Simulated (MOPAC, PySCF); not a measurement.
C3H4O, SMILES `CC#CO`, neutral singlet in the gas phase. 

Cartesian coordinates (Å):
SMILES: CC#CO
```xyz
8

C     -1.3937     0.1733     0.1135
C      0.0315    -0.0784    -0.0610
C      1.2045    -0.2799    -0.2029
O      2.4725    -0.5929    -0.3578
H     -1.5646     1.0586     0.7300
H     -1.8788    -0.6707     0.6090
H     -1.8954     0.3306    -0.8441
H      3.0110     0.2077    -0.4108
```
Charge 0, spin multiplicity 1.

All levels are single points at this geometry (B3LYP-D3(BJ)/def2-TZVP); Pople sets use spherical d functions. Orbital energies aren't observables, and empty levels follow the basis.

| level | HOMO (eV) | LUMO (eV) | gap (eV) | dipole (D) | vertical IE, Delta-SCF (eV) |
|---|---|---|---|---|---|
| B3LYP-D3(BJ)/def2-TZVP in PySCF | -6.51 | 0.17 | 6.68 | 1.53 | – |
| PBE-D3(BJ)/def2-TZVP in PySCF | -5.44 | -0.35 | 5.10 | 1.50 | – |
| B3LYP/3-21G in PySCF | -6.12 | 1.76 | 7.88 | 1.83 | – |
| PBE/6-31G* in PySCF | -5.02 | 0.67 | 5.68 | 1.59 | 8.78 |
| SVWN5/6-31G* in PySCF | -5.13 | 0.60 | 5.72 | 1.65 | 8.97 |
| HF/6-31G* in PySCF | -9.49 | 5.51 | 15.00 | 1.75 | 8.21 |
| AM1 in MOPAC | -9.85 | 1.54 | 11.39 | 1.53 | – |
| PM6 in MOPAC | -9.68 | 1.56 | 11.24 | 1.72 | – |
| PM7 in MOPAC | -9.84 | 1.55 | 11.38 | 1.61 | – |
